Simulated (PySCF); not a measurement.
**(Cl2Al-mu-AsH2)3**

Geometry:
| atom | x (Å) | y (Å) | z (Å) |
| --- | --- | --- | --- |
| Al1 | 0.012 | -0.528 | 2.766 |
| Cl2 | -0.475 | -2.359 | 3.484 |
| Cl3 | 0.442 | 1.193 | 3.750 |
| As4 | -1.621 | 0.136 | 0.976 |
| Al5 | -1.539 | 1.630 | -1.054 |
| Cl6 | -0.717 | 3.311 | -0.253 |
| Cl7 | -3.227 | 1.358 | -2.139 |
| As8 | 0.392 | 0.551 | -2.269 |
| Al9 | 1.416 | -1.522 | -1.299 |
| Cl10 | -0.431 | -2.367 | -0.907 |
| Cl11 | 2.987 | -2.256 | -2.333 |
| As12 | 1.921 | -0.867 | 1.083 |
| H13 | -2.469 | 1.065 | 1.807 |
| H14 | -2.744 | -0.850 | 0.908 |
| H15 | -0.172 | -0.058 | -3.517 |
| H16 | 1.239 | 1.498 | -3.073 |
| H17 | 3.346 | -0.503 | 1.418 |
| H18 | 1.641 | 0.568 | 0.651 |

Theory: GIAO PBE/def2-SVP magnetisability, rotational g tensor and spin-rotation constants, non-relativistic, gas phase (PySCF 2.14.0). Geometry: GFN2-xTB.

The calculation is non-relativistic, which matters for the atoms heavier than Zn.

Task: Give the nuclear spin-rotation constants along the inertial axes (H = +C I·J) beside the isotropic shieldings.

Result: Rotational constants 0.1967, 0.1753, 0.1230 GHz.
```
atom  isotope  Caa (kHz)  Cbb (kHz)  Ccc (kHz)  mean (kHz)  σ (ppm)
 Al1     27Al      0.109      0.097      0.054       0.087    463.6
 Cl2     35Cl      0.028      0.031      0.016       0.025    888.8
 Cl3     35Cl      0.031      0.028      0.017       0.026    886.1
 As4     75As      0.195      0.191      0.120       0.168   1901.1
 Al5     27Al      0.104      0.098      0.055       0.086    465.1
 Cl6     35Cl      0.032      0.029      0.016       0.026    886.8
 Cl7     35Cl      0.030      0.027      0.015       0.024    904.4
 As8     75As      0.217      0.166      0.114       0.166   1926.6
 Al9     27Al      0.115      0.081      0.063       0.086    460.7
Cl10     35Cl      0.044      0.034      0.020       0.033    817.9
Cl11     35Cl      0.035      0.018      0.018       0.024    904.9
As12     75As      0.188      0.161      0.139       0.162   1918.6
 H13       1H     -0.018      0.004     -0.015      -0.010     28.7
 H14       1H     -0.020     -0.019      0.003      -0.012     28.6
 H15       1H     -0.006     -0.017     -0.008      -0.010     28.7
 H16       1H     -0.012     -0.017     -0.004      -0.011     28.3
 H17       1H     -0.018     -0.014     -0.002      -0.011     28.2
 H18       1H     -0.011     -0.012     -0.009      -0.011     28.8
```
For the geometry as given, no vibrational averaging.
